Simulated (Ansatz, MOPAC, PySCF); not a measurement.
Molecule: H3S2 (charge +1, singlet). SMILES: S[SH2+]
Geometry: optimised at B3LYP-D3(BJ)/def2-TZVP (Ansatz, a program for electronic structure).

Unscaled harmonic wavenumbers (cm⁻¹) in rising order, each level at the stationary point that it reaches from this structure (no distance between atoms moves by over 0.3 Å); the order of modes can differ between levels, and a negative number is imaginary. B3LYP-D3(BJ)/def2-TZVP (PySCF, at the structure above): 242, 481, 776, 844, 988, 1224, 2581, 2584, 2641.

AM1 (MOPAC): 29, 473, 637, 708, 871, 1153, 1801, 1802, 1907. Zero-point energy 13.4 against 17.7 kcal/mol; where all levels lie over 400 cm⁻¹, the wavenumbers are on average 0.823 times those of B3LYP-D3(BJ)/def2-TZVP.

PM3 (MOPAC): 115, 464, 701, 774, 912, 1117, 1535, 1584, 1645. Zero-point energy 12.6 against 17.7 kcal/mol; where all levels lie over 400 cm⁻¹, the wavenumbers are on average 0.806 times those of B3LYP-D3(BJ)/def2-TZVP.

HF/3-21G (Ansatz): 213, 402, 721, 800, 965, 1328, 2591, 2620, 2635. Zero-point energy 17.5 against 17.7 kcal/mol; where all levels lie over 400 cm⁻¹, the wavenumbers are on average 0.974 times those of B3LYP-D3(BJ)/def2-TZVP.

HF/6-31G* (Ansatz): 247, 519, 855, 933, 1105, 1389, 2910, 2914, 2924. Zero-point energy 19.7 against 17.7 kcal/mol; where all levels lie over 400 cm⁻¹, the wavenumbers are on average 1.112 times those of B3LYP-D3(BJ)/def2-TZVP.
